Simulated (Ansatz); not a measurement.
Na₅. The state is a quartet with charge 0. Geometry PBE/def2-SVP; atoms count from 1.

```xyz
5

Na   -1.7609   -1.6334    0.0744
Na    1.1899    0.2790   -0.8855
Na    1.6547    3.2680    1.5833
Na   -0.0556   -2.9603   -2.6768
Na   -1.0280    1.0466    1.9045
```

At PBE0/def2-TZVP a doublet of charge 0 lies 0.85 eV below the quartet, each at its own geometry. The structure comes from a short search, and lower isomers may exist.

(1) Estimate the Mulliken populations from the PBE0/def2-TZVP orbitals of Ansatz.

(2) Where does the spin sit?

(3) And the Mayer bond orders between bonded heavy atoms (over 0.3)?

Answers

(1) 
```json
{"atom": "Na1", "charge (e)": "0.05", "spin (α − β)": "0.40"}
{"atom": "Na2", "charge (e)": "-0.04", "spin (α − β)": "0.49"}
{"atom": "Na3", "charge (e)": "-0.03", "spin (α − β)": "0.85"}
{"atom": "Na4", "charge (e)": "-0.03", "spin (α − β)": "0.85"}
{"atom": "Na5", "charge (e)": "0.05", "spin (α − β)": "0.40"}
```
Mulliken values and Mayer orders depend strongly on the basis.

(2) Summed by element: Na 3.00, of 3 unpaired in all. Largest on single atoms: Na4 0.85, Na3 0.85, Na2 0.49.

(3) Na1–Na4 0.31 (3.50 Å); Na1–Na5 0.53 (3.33 Å); Na3–Na5 0.31 (3.50 Å).
